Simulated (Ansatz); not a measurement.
Wavefunction ladder for `[CH3][SnH]([O])[F]` radical

```xyz
8

C     0.799   -0.630    0.610
Sn   -0.525    0.599   -0.494
O    -1.032   -0.362   -2.147
F    -2.127    0.713    0.564
H     0.316   -1.592    0.778
H     1.725   -0.773    0.055
H     1.009   -0.155    1.568
H    -0.167    2.201   -0.933
```

Total charge 0; spin multiplicity 2. Correlated methods include outer-core shells of Sn, which these sets cover unevenly. Sn takes the def2 core potential. The structure was optimised at the PBE0-D4/def2-TZVP level. Frozen core, unrestricted reference, Ansatz 0.2.0.

```
     basis     HF (Eh)  MP2 corr.
  def2-SVP  -427.64733   -0.58323
def2-TZVPP  -427.93685   -0.93977
def2-QZVPP  -427.95024   -1.20657
```

Estimate the CCSD correlation energy and the (T) correction in each basis where they were run (hartree).


```json
{"basis": "def2-SVP", "CCSD corr.": "-0.62264", "(T)": "-0.01357"}
{"basis": "def2-TZVPP", "CCSD corr.": "-0.96247", "(T)": "-0.03044"}
```
